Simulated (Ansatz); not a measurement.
`C=N[SiH](O)[SiH3]` + CH₄ → `C=N[SiH](C)O` + SiH₄  (formal exchange of groups at the Si–Si bond)

Calculated with Ansatz (gas phase, PBE0-D4/def2-TZVP geometries, no zero-point term in ΔE). CCSD(T)/CBS adds triple-zeta CCSD(T) − MP2 to the extrapolated MP2 energy (def2 sets, frozen cores). This one scheme is used for every species. DFT in def2-TZVPP. B3LYP here is the variant with VWN-RPA as its local correlation; programs differ in this. HSE06 is defined as in plane-wave codes. Each species was taken in one conformer, which may not be the lowest.

`C=N[SiH](O)[SiH3]`:

Z-matrix (Å, degrees):
```
Si
N 1 1.733
Si 1 2.339 2 106.4
O 1 1.655 2 115.2 3 -118.8
H 1 1.489 2 105.3 3 120.4
C 2 1.258 1 127.2 3 113.6
H 3 1.488 1 109.8 2 -62.2
H 3 1.488 1 110.4 2 177.9
H 3 1.487 1 110.3 2 57.7
H 4 0.958 1 117.8 2 -88.5
H 6 1.100 2 124.0 1 1.9
H 6 1.096 2 120.3 1 -178.0
```

CH₄:

Cartesian coordinates in Å:
```
C 0.000 0.000 0.000
H -0.750 0.786 0.083
H -0.420 -0.846 -0.543
H 0.301 -0.321 0.997
H 0.868 0.381 -0.537
```

`C=N[SiH](C)O`:

Z-matrix (Å, degrees):
```
Si
N 1 1.739
O 1 1.654 2 114.1
C 1 1.851 2 108.1 3 119.1
H 1 1.487 2 105.3 3 -120.0
C 2 1.257 1 125.9 3 -2.0
H 3 0.957 1 117.6 2 -83.8
H 4 1.092 1 110.7 2 174.1
H 4 1.093 1 110.2 2 -66.2
H 4 1.092 1 110.6 2 53.5
H 6 1.101 2 124.0 1 0.7
H 6 1.097 2 120.5 1 -179.1
```

SiH₄:

```xyz
5

Si    0.000    0.000    0.000
H    -0.591    1.351    0.171
H     1.051    0.049   -1.048
H    -1.060   -0.956   -0.407
H     0.601   -0.443    1.283
```

```json
{"level": "LDA (SPW92)", "ΔE (kcal/mol)": "-0.5", "difference from CCSD(T)/CBS": "2.0"}
{"level": "PBE-D4", "ΔE (kcal/mol)": "1.0", "difference from CCSD(T)/CBS": "3.5"}
{"level": "revPBE-D4", "ΔE (kcal/mol)": "0.7", "difference from CCSD(T)/CBS": "3.2"}
{"level": "BLYP-D4", "ΔE (kcal/mol)": "-0.5", "difference from CCSD(T)/CBS": "2.0"}
{"level": "r2SCAN-D4", "ΔE (kcal/mol)": "-1.4", "difference from CCSD(T)/CBS": "1.1"}
{"level": "B97M-V", "ΔE (kcal/mol)": "-1.2", "difference from CCSD(T)/CBS": "1.3"}
{"level": "PBE0-D4", "ΔE (kcal/mol)": "-0.2", "difference from CCSD(T)/CBS": "2.3"}
{"level": "B3LYP-D4", "ΔE (kcal/mol)": "-1.3", "difference from CCSD(T)/CBS": "1.2"}
{"level": "r2SCANh-D4", "ΔE (kcal/mol)": "-1.6", "difference from CCSD(T)/CBS": "0.9"}
{"level": "r2SCAN0-D4", "ΔE (kcal/mol)": "-2.0", "difference from CCSD(T)/CBS": "0.5"}
{"level": "HSE06-D4", "ΔE (kcal/mol)": "-0.2", "difference from CCSD(T)/CBS": "2.3"}
{"level": "BHLYP-D4", "ΔE (kcal/mol)": "-2.4", "difference from CCSD(T)/CBS": "0.1"}
{"level": "CAM-B3LYP-D4", "ΔE (kcal/mol)": "-2.6", "difference from CCSD(T)/CBS": "-0.1"}
{"level": "ωB97X-V", "ΔE (kcal/mol)": "-2.2", "difference from CCSD(T)/CBS": "0.3"}
{"level": "ωB97M-V", "ΔE (kcal/mol)": "-3.7", "difference from CCSD(T)/CBS": "-1.2"}
{"level": "B2PLYP", "ΔE (kcal/mol)": "-2.6", "difference from CCSD(T)/CBS": "-0.1"}
{"level": "PBE-QIDH", "ΔE (kcal/mol)": "-2.2", "difference from CCSD(T)/CBS": "0.3"}
{"level": "PBE", "ΔE (kcal/mol)": "0.7", "difference from CCSD(T)/CBS": "3.2"}
{"level": "revPBE", "ΔE (kcal/mol)": "1.0", "difference from CCSD(T)/CBS": "3.5"}
{"level": "r2SCAN", "ΔE (kcal/mol)": "-1.5", "difference from CCSD(T)/CBS": "1.0"}
{"level": "PBE0", "ΔE (kcal/mol)": "-0.5", "difference from CCSD(T)/CBS": "2.0"}
{"level": "B3LYP", "ΔE (kcal/mol)": "-1.8", "difference from CCSD(T)/CBS": "0.7"}
{"level": "r2SCAN0", "ΔE (kcal/mol)": "-2.1", "difference from CCSD(T)/CBS": "0.4"}
{"level": "HSE06", "ΔE (kcal/mol)": "-0.5", "difference from CCSD(T)/CBS": "2.0"}
{"level": "BHLYP", "ΔE (kcal/mol)": "-3.2", "difference from CCSD(T)/CBS": "-0.7"}
{"level": "CAM-B3LYP", "ΔE (kcal/mol)": "-3.1", "difference from CCSD(T)/CBS": "-0.6"}
{"level": "LC-ωPBE", "ΔE (kcal/mol)": "-2.0", "difference from CCSD(T)/CBS": "0.5"}
{"level": "RPA@PBE/def2-TZVPP", "ΔE (kcal/mol)": "-3.3", "difference from CCSD(T)/CBS": "-0.8"}
{"level": "HF/def2-SVP", "ΔE (kcal/mol)": "-4.5", "difference from CCSD(T)/CBS": "-2.0"}
{"level": "MP2/def2-SVP", "ΔE (kcal/mol)": "-3.8", "difference from CCSD(T)/CBS": "-1.3"}
{"level": "CCSD/def2-SVP", "ΔE (kcal/mol)": "-3.1", "difference from CCSD(T)/CBS": "-0.6"}
{"level": "CCSD(T)/def2-SVP", "ΔE (kcal/mol)": "-2.8", "difference from CCSD(T)/CBS": "-0.3"}
{"level": "HF/def2-TZVPP", "ΔE (kcal/mol)": "-4.6", "difference from CCSD(T)/CBS": "-2.1"}
{"level": "SCS-MP2/def2-TZVPP", "ΔE (kcal/mol)": "-4.0", "difference from CCSD(T)/CBS": "-1.5"}
{"level": "CCSD/def2-TZVPP", "ΔE (kcal/mol)": "-3.2", "difference from CCSD(T)/CBS": "-0.7"}
{"level": "CCSD(T)/def2-TZVPP", "ΔE (kcal/mol)": "-2.8", "difference from CCSD(T)/CBS": "-0.3"}
{"level": "HF/def2-QZVPP", "ΔE (kcal/mol)": "-4.7", "difference from CCSD(T)/CBS": "-2.2"}
{"level": "MP2/def2-QZVPP", "ΔE (kcal/mol)": "-3.7", "difference from CCSD(T)/CBS": "-1.2"}
{"level": "SCS-MP2/def2-QZVPP", "ΔE (kcal/mol)": "-3.8", "difference from CCSD(T)/CBS": "-1.3"}
{"level": "HF/CBS(def2)", "ΔE (kcal/mol)": "-4.7", "difference from CCSD(T)/CBS": "-2.2"}
{"level": "CCSD(T)/CBS", "ΔE (kcal/mol)": "-2.5", "difference from CCSD(T)/CBS": "0"}
```

Largest T1 diagnostic among the species: 0.013.

Leaving LDA and LC-ωPBE aside and taking each functional with its dispersion term where it has one, the values spread over 4.7 kcal/mol, from ωB97M-V to PBE-D4. LDA lies −1.2 kcal/mol from PBE without D4. From PBE to PBE0 (25 % exact exchange), in def2-TZVPP and without D4, ΔE moves by −1.2 kcal/mol.

CCSD(T)/CBS has its own doubt, a few kJ/mol and more with outer-core shells, so smaller differences from it don't rank the levels.
